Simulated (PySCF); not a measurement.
C3H12SeSi2, SMILES CC(C)[SiH2][SiH2][SeH], GFN2-xTB optimised geometry.

```
18

C     -0.40    -1.11     1.18
C      0.12    -0.30     0.00
C      1.65    -0.30     0.00
Si    -0.57     1.48     0.00
Si     0.19     2.58     1.90
Se    -0.81     4.66     2.07
H     -1.49    -1.14     1.18
H     -0.07    -0.68     2.12
H     -0.04    -2.14     1.14
H     -0.21    -0.80    -0.92
H      2.04     0.25    -0.85
H      2.03    -1.32    -0.05
H      2.04     0.16     0.91
H     -0.14     2.14    -1.24
H     -2.04     1.40    -0.05
H      1.59     2.98     1.92
H     -0.08     1.94     3.19
H     -2.16     4.20     1.91
```

Density from PySCF with B3LYP/def2-SVP at that geometry.

Minimum of the electron density along straight lines between bonded atoms, close to the bond critical point (lines longer than 1.1 times the sum of covalent radii, or with two minima, are not listed):

```tsv
bond	length / Å	ρ at the minimum / e bohr⁻³	∇²ρ there / e bohr⁻⁵	position (fraction from the first atom)
C1–C2	1.526	0.243	-0.55	0.50
C2–C3	1.526	0.243	-0.55	0.50
C2–Si4	1.912	0.112	0.29	0.62
Si5–Se6	2.308	0.083	___	0.35
C1–H7	1.088	0.278	-1.02	0.62
C1–H8	1.089	0.277	-1.01	0.62
C1–H9	1.089	0.276	-1.01	0.62
C2–H10	1.095	0.273	-0.96	0.62
C3–H11	1.088	0.278	-1.02	0.62
C3–H12	1.089	0.276	-1.01	0.62
C3–H13	1.090	0.276	-1.00	0.62
Si4–H14	1.470	0.115	0.32	0.49
Si4–H15	1.473	0.114	0.33	0.49
Si5–H16	1.463	0.117	0.34	0.49
Si5–H17	1.468	0.116	0.32	0.49
Se6–H18	1.432	___	___	0.61
```

Some entries are withheld; supply them.


- Si5–Se6, ∇²ρ there / e bohr⁻⁵: 0.06
- Se6–H18, ρ at the minimum / e bohr⁻³: 0.184
- Se6–H18, ∇²ρ there / e bohr⁻⁵: -0.20
